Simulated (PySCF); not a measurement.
## Worked example: chemical shift, span and skew from a shielding tensor

Al(H)(OMe)(SeH) (CH5AlOSe), SMILES C[O][AlH][SeH]. Atoms are numbered in the order given.

```xyz
9

Al     1.0594     0.5420     0.0000
H      2.6436     0.4912     0.0000
O      0.3235     2.0848     0.0000
C     -0.9658     2.6344     0.0000
H     -1.7735     1.8646     0.0000
H     -1.1159     3.2770     0.8966
H     -1.1159     3.2770    -0.8966
Se    -0.2976    -1.3595     0.0000
H      0.9156    -2.2176     0.0000
```
Charge 0, spin multiplicity 1.

The structure is a stationary point at PBE-D3(BJ)/def2-SVP. Other conformers were not sampled.

GIAO shieldings from PBE/pcSseg-1 (PySCF), non-relativistic, no solvent. The symmetric part of the tensor of Se8 has the principal values 1976.6, 2010.7, 2133.3 ppm. The same nucleus in Me2Se has σ = 1634.8 ppm at this level (PySCF, at its B3LYP-D3(BJ)/def2-TZVP geometry).

Question: Work out the isotropic shielding, the ⁷⁷Se shift against Me2Se, the span and the skew.

Answer: 
σ(iso) = (σ11 + σ22 + σ33)/3 = 2040.2 ppm. δ = σ(ref) − σ(iso) = 1634.8 − (2040.2) = -405.4 ppm.
Span Ω = σ33 − σ11 = 156.7 ppm. Skew κ = 3(σ(iso) − σ22)/Ω = 0.56. Tumbling in solution averages the tensor to δ; in a static solid the shielding alone would spread this spin-1/2 line over Ω.
